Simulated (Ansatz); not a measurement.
`[SiH3]CC[AsH2]` + H–F → `FCC[SiH3]` + arsine  (substitution at a C–As bond)

Gas-phase electronic energies from Ansatz, PBE0-D4/def2-TZVP geometries. CCSD(T)/CBS is the MP2 limit (def2-TZVPP, def2-QZVPP) plus CCSD(T) − MP2 in def2-TZVPP, frozen cores. This one scheme is used for every species. Functionals use def2-TZVPP. B3LYP here is the variant with VWN-RPA as its local correlation; programs differ in this. For As outer-core shells are correlated without core-valence functions, which leaves a few kJ/mol of doubt a bond. Scalar relativity is left out up to krypton. Each species was taken in one conformer, which may not be the lowest.

```json
{"level": "PBE-D4", "ΔE (kcal/mol)": "9.9"}
{"level": "B3LYP-D4", "ΔE (kcal/mol)": "8.7"}
{"level": "ωB97X-V", "ΔE (kcal/mol)": "7.9"}
{"level": "PBE", "ΔE (kcal/mol)": "8.3"}
{"level": "r2SCAN", "ΔE (kcal/mol)": "8.1"}
{"level": "B3LYP", "ΔE (kcal/mol)": "6.1"}
{"level": "SCS-MP2/def2-TZVPP", "ΔE (kcal/mol)": "12.4"}
{"level": "HF/CBS(def2)", "ΔE (kcal/mol)": "4.1"}
```

Question: What does CCSD(T)/CBS give? (Estimate.)

Answer: The calculation gave: +12.7 kcal/mol. The listed levels differ from it by -2.8, -4.0, -4.8, -4.4, -4.6, -6.6, -0.3, -8.6 kcal/mol.

Largest T1 diagnostic among the species: 0.011.

The D4 term adds +2.6 kcal/mol with B3LYP and +1.5 kcal/mol with PBE0; it sums over pairs of atoms, weighted by their polarisabilities, and B3LYP, whose exchange is more repulsive, gets the larger term. In def2-TZVPP, CCSD(T) changes the Hartree–Fock value by +7.7 kcal/mol (the triples alone add +0.9 kcal/mol) and MP2 by +11.2 kcal/mol.
